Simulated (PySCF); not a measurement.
BBr2, charge +1.

```xyz
3

B      0.0000     0.0000     0.0000
Br     0.0000     0.0000    -1.7650
Br     0.0000     0.0000     1.7650
```
Charge +1, spin multiplicity 1.

The structure is a stationary point at TPSSh-D3(BJ)/def2-TZVP.

Calculation: PBE/pcSseg-2 run with PySCF. Non-relativistic, no solvent.

Computed absolute GIAO shielding of each atom: isotropic value and principal components (ppm):
| atom | σ(iso) | σ11 | σ22 | σ33 | span |
|---|---|---|---|---|---|
| B1 | 38.3 | -57.7 | -57.7 | 230.4 | 288.2 |
| Br2 | 2098.8 | 1584.8 | 1584.8 | 3126.9 | 1542.1 |
| Br3 | 2098.8 | 1584.8 | 1584.8 | 3126.9 | 1542.1 |
